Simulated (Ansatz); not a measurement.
Ansatz (a first-principles code) input file for HfCl2I2, SMILES [Cl][Hf]([I])([I])[Cl], multiplicity 1, PBE-D3(BJ)/def2-SVP. 

Ansatz 0.2 input:
```yaml
crystal:
  periodic: [false, false, false]
  atoms:
    - {symbol: Hf, position_ang: [-0.00000000, 0.00000000, 0.62568322]}
    - {symbol: Cl, position_ang: [-0.00000000, 1.82640897, 1.97031792]}
    - {symbol: Cl, position_ang: [0.00000001, -1.82640897, 1.97031793]}
    - {symbol: I, position_ang: [-2.17999306, -0.00000000, -1.05698114]}
    - {symbol: I, position_ang: [2.17999306, 0.00000000, -1.05698114]}
basis:
  gaussian:
    orbitals: def2-SVP
hamiltonian:
  xc: pbe
  dispersion: d3bj
relax: {f_tol: 0.002, max_steps: 200}
```

Output:

```
WARN ansatz: RAYON_NUM_THREADS=1 ignored (pool sized by the plan → 1); use --threads N
Functional definition: PBE
integrals: 0.08 GiB planned
1336 factors; their error is unknown
mean field: 0.38 GiB planned
mean field evaluation 1: about -42543.0062 eV, gradient 1.4e1 eV
mean field evaluation 2: about -42543.0741 eV, gradient 1.5e1 eV
mean field evaluation 4: about -42543.5627 eV, gradient 2.4e0 eV
mean field evaluation 8: about -42543.5123 eV, gradient 1.4e-1 eV
mean field -42543.51240058 eV, -1563.4452436929 hartree, gradient 4.5e-5 eV, S^2 0.000000; 0 other end points of the search recorded, 0 dependent functions left out
the calculation of the forces begins
reference -42543.51246133 eV, -1563.4452459254 hartree; 48, 48 occupied and 72, 72 virtual orbitals, 1336 factors
relax step   1: F+E_penalty+E_count = -42543.74921795 eV  Δ(F+E_penalty+E_count) = +0.000e0 eV  max|allowed force component| = 2.084e0 eV/Å  Δτ_max = 0.0000 Å  (26 SCF iters, accepted)
these checks for a lower state are left out or cut short: starts, cluster_reference, orbital_swaps, neighbouring_geometries, increment
integrals: 0.08 GiB planned
1336 factors; their error is unknown
mean field: 0.38 GiB planned
mean field evaluation 16: about -42543.4632 eV, gradient 1.2e2 eV
mean field -42543.62449579 eV, -1563.4493631160 hartree, gradient 9.5e-6 eV, S^2 0.000000; 0 other end points of the search recorded, 0 dependent functions left out
the calculation of the forces begins
reference -42543.62455665 eV, -1563.4493653524 hartree; 48, 48 occupied and 72, 72 virtual orbitals, 1336 factors
relax step   2: F+E_penalty+E_count = -42543.86074386 eV  Δ(F+E_penalty+E_count) = -1.115e-1 eV  max|allowed force component| = 4.868e-1 eV/Å  Δτ_max = 0.0981 Å  (35 SCF iters, accepted)
these checks for a lower state are left out or cut short: starts, cluster_reference, orbital_swaps, neighbouring_geometries, increment
integrals: 0.08 GiB planned
1336 factors; their error is unknown
mean field: 0.38 GiB planned
mean field evaluation 32: about -42543.6307 eV, gradient 1.2e-5 eV
mean field -42543.63073308 eV, -1563.4495923319 hartree, gradient 1.2e-5 eV, S^2 0.000000; 0 other end points of the search recorded, 0 dependent functions left out
the calculation of the forces begins
reference -42543.63079385 eV, -1563.4495945653 hartree; 48, 48 occupied and 72, 72 virtual orbitals, 1336 factors
relax step   3: F+E_penalty+E_count = -42543.86701343 eV  Δ(F+E_penalty+E_count) = -6.270e-3 eV  max|allowed force component| = 2.302e-2 eV/Å  Δτ_max = 0.0238 Å  (31 SCF iters, accepted)
these checks for a lower state are left out or cut short: starts, cluster_reference, orbital_swaps, neighbouring_geometries, increment
integrals: 0.08 GiB planned
1336 factors; their error is unknown
mean field: 0.38 GiB planned
mean field -42543.63058863 eV, -1563.4495870236 hartree, gradient 1.0e-5 eV, S^2 0.000000; 0 other end points of the search recorded, 0 dependent functions left out
the calculation of the forces begins
reference -42543.63064939 eV, -1563.4495892565 hartree; 48, 48 occupied and 72, 72 virtual orbitals, 1336 factors
relax step   4: F+E_penalty+E_count = -42543.86712746 eV  Δ(F+E_penalty+E_count) = -1.140e-4 eV  max|allowed force component| = 5.230e-3 eV/Å  Δτ_max = 0.0063 Å  (31 SCF iters, accepted)
these checks for a lower state are left out or cut short: starts, cluster_reference, orbital_swaps, neighbouring_geometries, increment
integrals: 0.08 GiB planned
1336 factors; their error is unknown
mean field: 0.38 GiB planned
mean field -42543.63060070 eV, -1563.4495874673 hartree, gradient 9.4e-6 eV, S^2 0.000000; 0 other end points of the search recorded, 0 dependent functions left out
the calculation of the forces begins
reference -42543.63066146 eV, -1563.4495897000 hartree; 48, 48 occupied and 72, 72 virtual orbitals, 1336 factors
relax step   5: F+E_penalty+E_count = -42543.86713351 eV  Δ(F+E_penalty+E_count) = -6.053e-6 eV  max|allowed force component| = 3.202e-4 eV/Å  Δτ_max = 0.0012 Å  (31 SCF iters, accepted)
integrals: 0.08 GiB planned
1336 factors; their error is unknown
mean field: 0.38 GiB planned
mean field evaluation 64: about -42543.6306 eV, gradient 1.2e-2 eV
mean field -42543.63060070 eV, -1563.4495874673 hartree, gradient 9.5e-6 eV, S^2 0.000000; 1 other end points of the search recorded, 0 dependent functions left out
the calculation of the forces begins
reference -42543.63066146 eV, -1563.4495897000 hartree; 48, 48 occupied and 72, 72 virtual orbitals, 1336 factors
Total energy: -42543.86719427 eV, -1563.4582821203 hartree
Atom 0 at     0.000000     0.000000     0.580303 Å, force     0.000000    -0.000000     0.000320 eV/Å
Atom 1 at     0.000000     1.913019     1.918763 Å, force    -0.000000    -0.000002    -0.000032 eV/Å
Atom 2 at     0.000000    -1.913019     1.918763 Å, force    -0.000000     0.000002    -0.000032 eV/Å
Atom 3 at    -2.198648    -0.000000    -0.982736 Å, force    -0.000116     0.000000    -0.000128 eV/Å
Atom 4 at     2.198648     0.000000    -0.982736 Å, force     0.000116     0.000000    -0.000128 eV/Å
Dipole moment:     0.000000     0.000000    -0.077011 e Å
```

Self-consistency was reached.
